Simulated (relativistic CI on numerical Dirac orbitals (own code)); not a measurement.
Pt⁹⁺: q coefficients and field-shift factors

Computed by Dirac-Coulomb-Breit CI, KLI orbitals optimised for each configuration, derivatives by finite differences, unscaled Slater integrals, QED left out (own radial code, finite nucleus).

CI space (outside the closed core [Kr] 4d10 4f14): 5s2 5p6 5d, 5s2 5p6 6s, 5s2 5p6 5f, 5s2 5p5 5d2, 5s2 5p6 6p, 5s 5p6 5d2, 5s2 5p6 6d. Double excitations out of closed p, d and f shells are left out; levels of such configurations are missing from the list, as are those of other unlisted configurations, and high levels can miss mixing partners.

With x = (α/α₀)² − 1 an excitation energy changes as ω = ω₀ + qx; K = 2q/ω₀ is the relative enhancement. Terms are leading LS components, so labels can repeat. The field-shift factor is F = δν/δ⟨r²⟩ for the transition from the lowest level.

Lowest level 5s2 5p6 5d 2D_3/2.

```
              Level  ω₀ (cm⁻¹)  q (cm⁻¹)        K  F (GHz/fm²)
  5s2 5p6 5d 2D_5/2      18409     17620     1.91         1.42
  5s2 5p6 6s 2S_1/2     240587    -75400   -0.627          163
 5s2 5p6 6p 2P°_1/2     345190    -60760   -0.352         28.6
 5s2 5p6 6p 2P°_3/2     383461    -13150  -0.0686         20.3
5s2 5p5 5d2 4D°_1/2     406023     17400   0.0857         10.9
5s2 5p5 5d2 4D°_3/2     408619     16590   0.0812         11.1
5s2 5p5 5d2 4D°_5/2     417065     21530    0.103         11.7
5s2 5p5 5d2 2F°_5/2     425095     22140    0.104         12.4
5s2 5p5 5d2 4G°_7/2     426082     20160   0.0946         11.8
5s2 5p5 5d2 4D°_7/2     430987     27900    0.129         11.9
5s2 5p5 5d2 4G°_9/2     433974     30150    0.139         12.6
5s2 5p5 5d2 4P°_5/2     437850     27430    0.125         13.3
5s2 5p5 5d2 2P°_3/2     439779     28030    0.127         12.2
```

At this charge transitions that keep the count of f electrons are usually good to a few per cent. Terms inside the open d or f shell come out 10 to 20 % too wide with unscaled integrals. Levels and lines within the n = 5 or 6 shells can be off by up to 10 % or somewhat more, and those that change n by about 2 %, since core polarisation is missing. Levels that differ in their count of f electrons can be misplaced by several ten thousand cm⁻¹, since the correlation energy of f electrons is missing or only estimated; rates across such gaps can be off by orders of magnitude.
